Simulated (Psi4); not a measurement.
CH₃NO₂Si (SMILES O=C=N[SiH2]O), singlet, at a GFN2-xTB geometry; MP2/3-21G (Psi4).

Psi4 was given this input:
```
memory 2 GB

molecule mol {
0 1
Si   -0.941940    0.729472   -0.040369
O    -2.141178   -0.176633   -0.627693
N     0.492131   -0.239868   -0.036500
C     1.596517   -0.484344    0.322681
O     2.669927   -0.801852    0.613509
H    -0.635651    1.874032   -0.893480
H    -1.371608    1.023422    1.314377
H    -2.059592   -0.697048   -1.422849
}

set {
  basis 3-21g
  reference rhf
  freeze_core true
}

energy('mp2')
print_variables()
```

The log (banner, timings and long lists left out):

```
    SCF Algorithm Type (re)set to DF.

   => Loading Basis Set <=

    Name: 3-21G
    Role: ORBITAL
    Keyword: BASIS

         ---------------------------------------------------------
                                   SCF
               by Justin Turney, Rob Parrish, Andy Simmonett
                          and Daniel G. A. Smith
                              RHF Reference
         ---------------------------------------------------------

  ==> Geometry <==

    Molecular point group: c1
    Full point group: C1

    Geometry (in Angstrom), charge = 0, multiplicity = 1:

       Center              X                  Y                   Z               Mass
    ------------   -----------------  -----------------  -----------------  -----------------
         SI          -0.987511804627     0.754145682913    -0.051549561024    27.976926534650
         O           -2.186749804627    -0.151959317087    -0.638873561024    15.994914619570
         N            0.446559195373    -0.215194317087    -0.047680561024    14.003074004430
         C            1.550945195373    -0.459670317087     0.311500438976    12.000000000000
         O            2.624355195373    -0.777178317087     0.602328438976    15.994914619570
         H           -0.681222804627     1.898705682913    -0.904660561024     1.007825032230
         H           -1.417179804627     1.048095682913     1.303196438976     1.007825032230
         H           -2.105163804627    -0.672374317087    -1.434029561024     1.007825032230

  Running in c1 symmetry.

  Rotational constants: A =      0.66993  B =      0.05945  C =      0.05592 [cm^-1]
  Rotational constants: A =  20083.91520  B =   1782.32331  C =   1676.54217 [MHz]
  Nuclear repulsion =  206.182639471106569

  Charge       = 0
  Multiplicity = 1
  Electrons    = 46
  Nalpha       = 23
  Nbeta        = 23

  ==> Algorithm <==

  SCF Algorithm Type is DF.
  DIIS enabled.
  MOM disabled.
  Fractional occupation disabled.
  Guess Type is SAD.
  Energy threshold   = 1.00e-08
  Density threshold  = 1.00e-08
  Integral threshold = 1.00e-12

  ==> Primary Basis <==

  Basis Set: 3-21G
    Blend: 3-21G
    Number of shells: 33
    Number of basis functions: 55
    Number of Cartesian functions: 55
    Spherical Harmonics?: false
    Max angular momentum: 1

   => Loading Basis Set <=

    Name: (3-21G AUX)
    Role: JKFIT
    Keyword: DF_BASIS_SCF

  ==> Integral Setup <==

  SCF_SUBTYPE=INCORE selected. In-core MEM_DF algorithm will be used.
  Using in-core AOs.

  ==> MemDFJK: Density-Fitted J/K Matrices <==

    J tasked:                   Yes
    K tasked:                   Yes
    wK tasked:                   No
    Algorithm:                 Core
    Schwarz Cutoff:           1E-12
    Mask sparsity (%):       6.5455
    Fitting Condition:        1E-10

   => Auxiliary Basis Set <=

  Basis Set: (3-21G AUX)
    Blend: DEF2-UNIVERSAL-JKFIT
    Number of shells: 156
    Number of basis functions: 583
    Number of Cartesian functions: 583
    Spherical Harmonics?: false
    Max angular momentum: 4

  Minimum eigenvalue in the overlap matrix is 9.3976558317E-03.
  Reciprocal condition number of the overlap matrix is 2.6068294230E-03.
    Using symmetric orthogonalization.

  ==> Pre-Iterations <==

  SCF Guess: Superposition of Atomic Densities via on-the-fly atomic UHF (no occupation information).

   -------------------------
    Irrep   Nso     Nmo
   -------------------------
     A         55      55
   -------------------------
    Total      55      55
   -------------------------

  ==> Iterations <==

                           Total Energy        Delta E     RMS |[F,P]|

   @DF-RHF iter SAD:  -528.91433662045358   -5.28914e+02   0.00000e+00
   @DF-RHF iter   1:  -529.78135101838234   -8.67014e-01   1.02678e-02 DIIS/ADIIS
   @DF-RHF iter   2:  -529.86938468240612   -8.80337e-02   6.23075e-03 DIIS/ADIIS
   @DF-RHF iter   3:  -529.90877749777746   -3.93928e-02   6.66518e-04 DIIS/ADIIS
   @DF-RHF iter   4:  -529.90942473665723   -6.47239e-04   3.35583e-04 DIIS/ADIIS
   @DF-RHF iter   5:  -529.90957141969000   -1.46683e-04   6.53699e-05 DIIS
   @DF-RHF iter   6:  -529.90958018482036   -8.76513e-06   1.66522e-05 DIIS
   @DF-RHF iter   7:  -529.90958078978576   -6.04965e-07   5.95218e-06 DIIS
   @DF-RHF iter   8:  -529.90958092052620   -1.30740e-07   1.93019e-06 DIIS
   @DF-RHF iter   9:  -529.90958094450207   -2.39759e-08   8.56189e-07 DIIS
   @DF-RHF iter  10:  -529.90958095092549   -6.42342e-09   3.08949e-07 DIIS
   @DF-RHF iter  11:  -529.90958095170822   -7.82734e-10   6.80452e-08 DIIS
   @DF-RHF iter  12:  -529.90958095173710   -2.88765e-11   1.17447e-08 DIIS
   @DF-RHF iter  13:  -529.90958095173846   -1.36424e-12   2.07448e-09 DIIS
  Energy and wave function converged.

  ==> Post-Iterations <==

    Orbital Energies [Eh]
    ---------------------

    Doubly Occupied:

       1A    -68.380944     2A    -20.516641     3A    -20.452083
       4A    -15.509248     5A    -11.363039     6A     -6.178444
       7A     -4.275501     8A     -4.274875     9A     -4.274501
      10A     -1.488776    11A     -1.350418    12A     -1.268329
      13A     -0.841624    14A     -0.729821    15A     -0.701316
      16A     -0.662154    17A     -0.658119    18A     -0.607104
      19A     -0.564732    20A     -0.526223    21A     -0.481506
      22A     -0.441656    23A     -0.427790

    Virtual:

      24A      0.157186    25A      0.198753    26A      0.217627
      27A      0.237943    28A      0.260164    29A      0.330461
      30A      0.340462    31A      0.402083    32A      0.441139
      33A      0.465467    34A      0.562663    35A      0.643240
      36A      0.771897    37A      0.911136    38A      0.924081
      39A      1.249569    40A      1.278936    41A      1.321649
      42A      1.359116    43A      1.417349    44A      1.499155
      45A      1.506700    46A      1.801270    47A      1.864218
      48A      1.878971    49A      1.888341    50A      1.934219
      51A      1.968643    52A      2.102857    53A      2.876093
      54A      3.169142    55A      3.896003

    Final Occupation by Irrep:
              A
    DOCC [    23 ]
    NA   [    23 ]
    NB   [    23 ]

  @DF-RHF Final Energy:  -529.90958095173846

   => Energetics <=

    Nuclear Repulsion Energy =            206.1826394711065689
    One-Electron Energy =               -1140.2347517086836888
    Two-Electron Energy =                 404.1425312858387429
    Total Energy =                       -529.9095809517384623

Computation Completed

Properties will be evaluated at   0.000000,   0.000000,   0.000000 [a0]

Properties computed using the SCF density matrix

 Multipole Moments:

 ------------------------------------------------------------------------------------
     Multipole            Electronic (a.u.)      Nuclear  (a.u.)        Total (a.u.)
 ------------------------------------------------------------------------------------

 L = 1.  Multiply by 2.5417464519 to convert [e a0] to [Debye]
 Dipole X            :          3.5858057           -3.9614386           -0.3756329
 Dipole Y            :         -1.6854457            2.1448078            0.4593621
 Dipole Z            :          0.4742458           -0.9719047           -0.4976589
 Magnitude           :                                                    0.7744533

 ------------------------------------------------------------------------------------

  //>>>>>>>>>>>>>>>>>>>>>>>>>>>>>>>>>>>//
  //               DFMP2               //
  //<<<<<<<<<<<<<<<<<<<<<<<<<<<<<<<<<<<//

   => Loading Basis Set <=

    Name: (3-21G AUX)
    Role: RIFIT
    Keyword: DF_BASIS_MP2

	 --------------------------------------------------------
	                          DF-MP2
	      2nd-Order Density-Fitted Moller-Plesset Theory

	        Rob Parrish, Justin Turney, Andy Simmonett,
	           Ed Hohenstein, and C. David Sherrill
	 --------------------------------------------------------

   => Auxiliary Basis Set <=

  Basis Set: (3-21G AUX)
    Blend: DEF2-SVP-RI
    Number of shells: 102
    Number of basis functions: 296
    Number of Cartesian functions: 338
    Spherical Harmonics?: true
    Max angular momentum: 3

	 --------------------------------------------------------
	                 NBF =    55, NAUX =   296
	 --------------------------------------------------------
	   CLASS    FOCC     OCC    AOCC    AVIR     VIR    FVIR
	   PAIRS       9      23      14      32      32       0
	 --------------------------------------------------------

	-----------------------------------------------------------
	 ==================> DF-MP2 Energies <====================
	-----------------------------------------------------------
	 Reference Energy          =    -529.9095809517384623 [Eh]
	 Singles Energy            =      -0.0000000000000000 [Eh]
	 Same-Spin Energy          =      -0.1252141382886554 [Eh]
	 Opposite-Spin Energy      =      -0.3583245924722735 [Eh]
	 Correlation Energy        =      -0.4835387307609289 [Eh]
	 Total Energy              =    -530.3931196824994458 [Eh]
	-----------------------------------------------------------
	 ================> DF-SCS-MP2 Energies <==================
	-----------------------------------------------------------
	 SCS Same-Spin Scale       =       0.3333333333333333 [-]
	 SCS Opposite-Spin Scale   =       1.2000000000000000 [-]
	 SCS Same-Spin Energy      =      -0.0417380460962185 [Eh]
	 SCS Opposite-Spin Energy  =      -0.4299895109667282 [Eh]
	 SCS Correlation Energy    =      -0.4717275570629466 [Eh]
	 SCS Total Energy          =    -530.3813085088014532 [Eh]
	-----------------------------------------------------------

  Variable Map:
  ----------------------------------------------------------------------------
  "CURRENT CORRELATION ENERGY"           =>      -0.483538730761
  "CURRENT ENERGY"                       =>    -530.393119682499
  "CURRENT REFERENCE ENERGY"             =>    -529.909580951738
  "CUSTOM SCS-MP2 CORRELATION ENERGY"    =>      -0.471727557063
  "CUSTOM SCS-MP2 TOTAL ENERGY"          =>    -530.381308508801
  "DD SOLVATION ENERGY"                  =>       0.000000000000
  "HF KINETIC ENERGY"                    =>     528.918337924515
  "HF POTENTIAL ENERGY"                  =>   -1058.827918876253
  "HF TOTAL ENERGY"                      =>    -529.909580951738
  "HF VIRIAL RATIO"                      =>       2.001874094650
  "MP2 CORRELATION ENERGY"               =>      -0.483538730761
  "MP2 DOUBLES ENERGY"                   =>      -0.483538730761
  "MP2 OPPOSITE-SPIN CORRELATION ENERGY" =>      -0.358324592472
  "MP2 SAME-SPIN CORRELATION ENERGY"     =>      -0.125214138289
  "MP2 SINGLES ENERGY"                   =>      -0.000000000000
  "MP2 TOTAL ENERGY"                     =>    -530.393119682499
  "NUCLEAR REPULSION ENERGY"             =>     206.182639471107
  "ONE-ELECTRON ENERGY"                  =>   -1140.234751708684
  "PCM POLARIZATION ENERGY"              =>       0.000000000000
  "PE ENERGY"                            =>       0.000000000000
  "SCF ITERATION ENERGY"                 =>    -529.909580951738
  "SCF ITERATIONS"                       =>      13.000000000000
  "SCF TOTAL ENERGY"                     =>    -529.909580951738
  "SCS-MP2 CORRELATION ENERGY"           =>      -0.471727557063
  "SCS-MP2 TOTAL ENERGY"                 =>    -530.381308508801
  "TWO-ELECTRON ENERGY"                  =>     404.142531285839

  Array Variable Map:
  ----------------------------------------------------------------------------
  "CURRENT DIPOLE"                       =>      -0.375632879862 ... -0.497658917630 1 by 3
  "SCF DIPOLE"                           =>      -0.375632879862 ... -0.497658917630 1 by 3
  "SCF TOTAL ENERGIES"                   =>    -528.914336620454 ... -529.909580951738 1 by 14
```
